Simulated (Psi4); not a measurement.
Psi4 input (wB97X-D/6-31G*):

```
memory 1500 MB

molecule {
-1 3
Si   -0.00000000   -0.00000000   -1.14275119
Cl    0.00000000    0.00000000    0.94108922
symmetry c1
no_reorient
no_com
}

set {
  basis 6-31G*
  reference uks
  scf_type pk
  dft_radial_points 99
  dft_spherical_points 590
  e_convergence 1e-8
  d_convergence 1e-7
  maxiter 150
}

e = energy('wb97x-d')
print_out(f'\nFINAL {e:.10f} DIPOLE {variable("CURRENT DIPOLE")[0]:.6f} {variable("CURRENT DIPOLE")[1]:.6f} {variable("CURRENT DIPOLE")[2]:.6f}\n')
```

Question: Predict the final energy.

Answer: -749.64928 Eh.
